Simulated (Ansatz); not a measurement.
Program: Ansatz 0.2.0.

Basis-set series for `C[OH+][In-]([OH])([OH])[OH]`. Total charge 0; spin multiplicity 1. In takes the def2 core potential. Geometry: relaxed with PBE0-D4/def2-TZVP. It is one conformer, not always the lowest.

| functional | basis | functions | energy (Eh) | HOMO (eV) | LUMO (eV) |
| --- | --- | --- | --- | --- | --- |
| PBE0-D4 | def2-TZVPP | 303 | -533.19673 | -8.10 | -1.15 |
| PBE0-D4 | def2-QZVPP | 577 | -533.21955 | -8.18 | -1.29 |
| ωB97M-V | def2-TZVPP | 303 | -533.39738 | -10.60 | 0.60 |
| ωB97M-V | def2-QZVPP | 577 | -533.41938 | -10.67 | 0.31 |

Task: Give the rows for def2-SVP. (An estimate is asked.)

Result: The calculation gave: 
| functional | basis | functions | energy (Eh) | HOMO (eV) | LUMO (eV) |
| --- | --- | --- | --- | --- | --- |
| PBE0-D4 | def2-SVP | 131 | -532.75405 | -7.75 | -0.80 |
| ωB97M-V | def2-SVP | 131 | -532.94279 | -10.21 | 1.11 |

Positive LUMOs are unbound and depend on the basis.
